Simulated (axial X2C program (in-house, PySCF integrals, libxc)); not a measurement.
## Ionising the radicals of a process plasma

Computed with an in-house all-electron X2C program for linear molecules (integrals from PySCF), spin-free (one-electron X2C) or two-component (2c: spin–orbit coupling with atomic mean-field Coulomb and Gaunt terms, which also bring small scalar terms), in Dyall basis sets with cores contracted in-house; open shells are unrestricted.

Level PBE0, 2c. Basis sets: As dyall-cv3z, B dyall-v3z, Br dyall-cv3z, C dyall-v3z, Cu dyall-cv3z, Ga dyall-cv3z, Ge dyall-cv3z, H dyall-v3z, Hg dyall-cv3z, In dyall-cv3z, Si dyall-v3z, Ti dyall-cv3z, W dyall-cv3z.

```csv
species,state,ion state,adiabatic IE with zero-point terms (eV),D0 (eV),D0 of the ion (eV)
In₂,"Ω = 1 (⟨Sz⟩ = -0.01, ⟨Lz⟩ = 1.01 at PBE0)","Ω = 1/2 (⟨Sz⟩ = 0.49, ⟨Lz⟩ = 0.01 at PBE0)",5.36,n/a,n/a
TiB,"Ω = 1/2 (⟨Sz⟩ = 2.50, ⟨Lz⟩ = -2.00 at PBE0)","Ω = 4 (⟨Sz⟩ = 2.00, ⟨Lz⟩ = 2.00 at PBE0)",6.62,n/a,n/a
HgB,"Ω = 1/2 (⟨Sz⟩ = -0.46, ⟨Lz⟩ = 0.96 at PBE0)",Ω = 0 (closed shell),7.33,n/a,1.71
SiBr,"Ω = 1/2 (⟨Sz⟩ = -0.50, ⟨Lz⟩ = 1.00 at PBE0)",Ω = 0 (closed shell),7.35,3.73,4.58
GeH,"Ω = 1/2 (⟨Sz⟩ = -0.50, ⟨Lz⟩ = 1.00 at PBE0)",Ω = 0 (closed shell),7.80,n/a,n/a
WH,"Ω = 5/2 (⟨Sz⟩ = 2.47, ⟨Lz⟩ = 0.03 at PBE0)","Ω = 1 (⟨Sz⟩ = 1.97, ⟨Lz⟩ = -0.97 at PBE0)",8.21,n/a,n/a
GaH,Ω = 0 (closed shell),"Ω = 1/2 (⟨Sz⟩ = 0.50, ⟨Lz⟩ = 0.00 at PBE0)",8.35,n/a,0.37
CuC,"Ω = 3/2 (⟨Sz⟩ = 1.50, ⟨Lz⟩ = 0.00 at PBE0)","Ω = 2 (⟨Sz⟩ = 1.00, ⟨Lz⟩ = 1.00 at PBE0)",8.55,n/a,n/a
AsBr,"Ω = 1 (⟨Sz⟩ = 1.00, ⟨Lz⟩ = 0.00 at PBE0)","Ω = 1/2 (⟨Sz⟩ = -0.50, ⟨Lz⟩ = 1.00 at PBE0)",8.79,2.72,n/a
```

**Question.** Which of these can a metastable argon atom (³P2, 11.55 eV, NIST) ionise on energy grounds?

**Answer.** At PBE0, 2c, IE lies below 11.55 eV for In₂, TiB, HgB, SiBr, GeH, WH, GaH, CuC, AsBr.

**Question.** Which of these can a metastable xenon atom (³P2, 8.32 eV, NIST) ionise on energy grounds?

**Answer.** At PBE0, 2c, IE lies below 8.32 eV for In₂, TiB, HgB, SiBr, GeH, WH. Within the error of the method (some tenths of an eV) the answer is open for WH, GaH, CuC.

**Question.** Give the threshold for dissociative ionisation to the lowest fragments, IE + D0(ion).

**Answer.** At PBE0, 2c: HgB → Hg + B+: 9.04 eV; SiBr → Br + Si+: 11.93 eV; GaH → Ga+ + H: 8.72 eV.

Each entry is the lowest single determinant of a limited PBE0 search at one distance. De goes to single-determinant-based atoms at the same level (for ions the charge split of lowest energy) and is withheld (n/a) where an atom does not fit its ground term or J level. Main or longest-lived isotopes. One determinant is a doubtful description, or other states lie close, for In₂, TiB, TiB⁺, WH, WH⁺, CuC, CuC⁺, AsBr, AsBr⁺; these need not be ground states, and all values refer to the states named. Some open-shell Ω = 0 determinants are out of reach, so the Ω given for TiB⁺, WH⁺, CuC⁺, AsBr need not be the lowest component. With several unpaired electrons the Ω given is that of one determinant, not necessarily of the lowest component. Some light 2c atoms are not at their ground J level, so De misses part of their lowering (0.04 eV or less). The functionals have no current term, which raises determinants with orbital currents. Where the atoms have a lower orbital projection than the molecule, De at mean-field level may be about a tenth of an eV too small. These values were not checked against measured ones; errors of some tenths of an eV are usual, and D0 of doubtful transition-metal species is not given.
